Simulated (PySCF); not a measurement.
## Dipole response of Te²⁺ (tellurium, charge +2)

[Kr] 4d10 5s2 5p2, high-spin 3P determinant. Calculation: PySCF 2.14, in aug-cc-pwCVTZ-PP with ECP28MDF; a scalar-relativistic core potential. Coupled (time-dependent) response in atomic units; α is the mean over directions.

```json
{"method": "UHF", "mean α (bohr³)": "15.52", "α xx, yy, zz": "15.57, 15.49, 15.49", "C₆ (like pair)": "105.1", "S(−4)": "58.53"}
{"method": "PBE", "mean α (bohr³)": "14.88", "α xx, yy, zz": "14.55, 15.05, 15.05", "C₆ (like pair)": "99.93", "S(−4)": "52.25"}
{"method": "PBE0", "mean α (bohr³)": "14.93", "α xx, yy, zz": "14.73, 15.03, 15.03", "C₆ (like pair)": "100.4", "S(−4)": "52.45"}
{"method": "wB97X-V", "mean α (bohr³)": "14.96", "α xx, yy, zz": "14.83, 15.03, 15.03", "C₆ (like pair)": "100.6", "S(−4)": "52.87"}
```

S(−4) is the Cauchy moment in α(ω) = α(0) + S(−4) ω² + …

Spin-orbit coupling is absent.

α(iu) at PBE0:

| u (hartree) | α(iu) (bohr³) |
| --- | --- |
| 0 | 14.93 |
| 0.0500 | 14.80 |
| 0.100 | 14.43 |
| 0.200 | 13.12 |
| 0.300 | 11.45 |
| 0.500 | 8.323 |
| 0.750 | 5.689 |
| 1.00 | 4.143 |
| 1.50 | 2.578 |
| 2.00 | 1.826 |
| 3.00 | 1.099 |
| 5.00 | 0.5344 |

A single London oscillator, α(iu) = α/(1 + u²/ω²), gives C₆ = (3/4) ω α². Matching the computed C₆ needs ω = 4 × 100.4 / (3 × 14.93²) = 0.601 hartree.

For an ion, C₆ is the dispersion term alone; charge-induced terms of lower order in 1/R come first.

The components differ because the open shell of this determinant is not spherical; for a pure term their mean is the scalar polarisability.

Energies and moments cover only the electrons outside the core potential.
